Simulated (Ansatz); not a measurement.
Relaxation of Cl₅FH₂OW (10 atoms, charge 0, multiplicity 1), to a largest force component of 0.03 eV/Å in at most 50 steps.

Method: RKS PBE/def2-SVP in Ansatz 0.2.0.

```xyz
10
Properties=species:S:1:pos:R:3
W -0.019 -0.035 -0.146
O -0.057 0.058 1.774
H -0.839 -0.234 2.288
Cl 2.256 -0.058 -0.380
Cl -0.165 2.231 -0.534
F -1.910 -0.048 0.079
Cl -0.011 -2.377 0.114
Cl -0.457 -0.430 -2.394
Cl 1.955 2.196 1.908
H 1.564 1.214 2.723
```

Where does it end, and by what steps?

The run converged. The force dipped under the threshold on the way, but the program's further checks kept it going. After 27 steps the energy has fallen by 0.377 eV; Cl9 moved furthest, 1.38 Å.

```csv
step,energy less start (eV),largest force component (eV/Å),accepted
0,0.0000,1.144,yes
1,-0.1709,0.732,yes
2,-0.2290,1.283,yes
3,-0.2858,0.767,yes
4,-0.3283,0.259,yes
5,-0.3376,0.637,yes
6,-0.3524,0.167,yes
7,-0.3570,0.085,yes
8,-0.3635,0.056,yes
9,-0.3627,0.236,no
10,-0.3657,0.037,yes
11,-0.3667,0.123,yes
12,-0.3684,0.099,yes
13,-0.3707,0.048,yes
14,-0.3713,0.048,yes
15,-0.3708,0.311,no
16,-0.3730,0.092,yes
17,-0.3733,0.193,yes
18,-0.3728,0.137,no
19,-0.3747,0.040,yes
20,-0.3747,0.039,yes
21,-0.3753,0.025,yes
22,-0.3760,0.029,yes
23,-0.3762,0.135,yes
24,-0.3767,0.038,yes
25,-0.3768,0.041,yes
26,-0.3770,0.016,yes
27,-0.3770,0.023,yes
```

```xyz
10
Properties=species:S:1:pos:R:3
W -0.123 -0.073 -0.273
O -0.076 0.459 1.574
H -0.874 0.450 2.142
Cl 2.117 0.341 -0.477
Cl -0.622 2.102 -0.935
F -1.961 -0.353 0.109
Cl 0.303 -2.287 0.304
Cl -0.526 -0.768 -2.442
Cl 2.621 1.539 2.929
H 1.460 1.108 2.501
```

Whether the end is a true minimum wasn't checked by a vibrational analysis.

The run took 97 s on 4 threads of Arm Neoverse V2, with other jobs on the host, peak memory 0.28 GiB.
